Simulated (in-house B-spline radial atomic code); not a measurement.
Inner levels of tin as electrons are removed. A shift is the extra binding of the orbital against the neutral atom ([Kr] 4d10 5s2 5p2). The density at the nucleus is averaged over the nuclear charge. Computed with a B-spline radial code for spherical atoms: Dirac-Hartree-Fock, average of the configuration, finite nuclei.

```csv
ion,configuration,shift of 3s1/2 (eV),shift of 2s1/2 (eV),shift of 1s1/2 (eV),radius of 3s1/2 (bohr),radius of 2s1/2 (bohr),radius of 1s1/2 (bohr),Σ<r²> (bohr²),change of density at nucleus (bohr⁻³)
Sn22+,[Ar] 3d10,615.56,652.7,670.99,0.33288,0.12472,0.029045,2.2297,-584.86
Sn23+,[Ar] 3d9,682.51,738.52,758,0.3304,0.12463,0.029045,2.0724,-497.13
Sn24+,[Ar] 3d8,750.69,826.51,847.41,0.32792,0.12454,0.029046,1.9234,-405.73
Sn25+,[Ar] 3d7,820.09,916.65,939.24,0.32546,0.12444,0.029046,1.7821,-310.66
Sn26+,[Ar] 3d6,890.71,1008.91,1033.46,0.32301,0.12433,0.029047,1.648,-211.93
Sn27+,[Ar] 3d5,962.53,1103.29,1130.07,0.32057,0.12422,0.029047,1.5206,-109.51
Sn28+,[Ar] 3d4,1035.53,1199.76,1229.08,0.31815,0.1241,0.029048,1.3993,-3.409
Sn29+,[Ar] 3d3,?,?,?,?,?,?,?,?
Sn30+,[Ar] 3d2,1185.08,1398.92,1434.26,0.31337,0.12384,0.029049,1.174,219.9
Sn31+,[Ar] 3d1,1261.6,1501.58,1540.43,0.31101,0.12369,0.02905,1.0691,337.12
Sn32+,[Ne] 3s2 3p6,?,?,?,?,?,?,?,?
Sn33+,[Ne] 3s2 3p5,1409.01,1704.45,1762.16,0.30684,0.12338,0.029046,0.85318,578.97
Sn34+,[Ne] 3s2 3p4,1479.5,1803.98,1877.21,0.30504,0.12322,0.029042,0.74078,702.33
Sn35+,[Ne] 3s2 3p3,1550.75,1904.85,1994.14,0.30325,0.12305,0.029038,0.63172,828.13
Sn36+,[Ne] 3s2 3p2,?,?,?,?,?,?,?,?
Sn37+,[Ne] 3s2 3p1,1695.56,2110.56,2233.58,0.29975,0.12269,0.029029,0.42314,1087.03
```

(1) Fill in the row of Sn29+.

(2) Fill in the row of Sn32+.

(3) Fill in the row of Sn36+.

Answers

(1) shift of 3s1/2 (eV): 1109.72; shift of 2s1/2 (eV): 1298.31; shift of 1s1/2 (eV): 1330.48; radius of 3s1/2 (bohr): 0.31575; radius of 2s1/2 (bohr): 0.12397; radius of 1s1/2 (bohr): 0.029049; Σ<r²> (bohr²): 1.2839; change of density at nucleus (bohr⁻³): 106.39.

(2) shift of 3s1/2 (eV): 1339.28; shift of 2s1/2 (eV): 1606.26; shift of 1s1/2 (eV): 1648.98; radius of 3s1/2 (bohr): 0.30866; radius of 2s1/2 (bohr): 0.12355; radius of 1s1/2 (bohr): 0.02905; Σ<r²> (bohr²): 0.96906; change of density at nucleus (bohr⁻³): 458.06.

(3) shift of 3s1/2 (eV): 1622.77; shift of 2s1/2 (eV): 2007.04; shift of 1s1/2 (eV): 2112.93; radius of 3s1/2 (bohr): 0.30149; radius of 2s1/2 (bohr): 0.12287; radius of 1s1/2 (bohr): 0.029033; Σ<r²> (bohr²): 0.52588; change of density at nucleus (bohr⁻³): 956.36.
